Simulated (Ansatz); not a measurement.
One change: `N[SiH2]NCO` becomes `CBNCO`.

Ansatz, PBE0-D4/def2-TZVP geometries, multiplicity 1. Each molecule was computed in one conformer, which needn't be the lowest.

```
                             property  `N[SiH2]NCO`
LUMO energy (ωB97M-V/def2-TZVPP) / eV          2.10
   LUMO energy (PBE0/def2-TZVPP) / eV          0.69
 HOMO–LUMO gap (PBE0/def2-TZVPP) / eV          7.81
  HOMO energy (B3LYP/def2-TZVPP) / eV         -6.91
    HOMO energy (PBE/def2-TZVPP) / eV         -5.74
   HOMO energy (PBE0/def2-TZVPP) / eV         -7.13
```

(1) What does the change do to each property? (Best estimate.)

Answers

(1) The calculation gave: 
| property | `CBNCO` | shift |
| --- | --- | --- |
| LUMO energy (ωB97M-V/def2-TZVPP) / eV | 2.15 | 0.05 |
| LUMO energy (PBE0/def2-TZVPP) / eV | 0.47 | -0.22 |
| HOMO–LUMO gap (PBE0/def2-TZVPP) / eV | 8.45 | 0.64 |
| HOMO energy (B3LYP/def2-TZVPP) / eV | -7.74 | -0.83 |
| HOMO energy (PBE/def2-TZVPP) / eV | -6.48 | -0.74 |
| HOMO energy (PBE0/def2-TZVPP) / eV | -7.97 | -0.84 |

With PBE0 the HOMO falls by 0.84 eV and the LUMO falls by 0.22 eV, so the gap widens by about 0.62 eV. PBE moves the HOMO by -0.74 eV and ωB97M-V by -0.89 eV.

B3LYP here is the variant with VWN-RPA as its local correlation; programs differ in this.
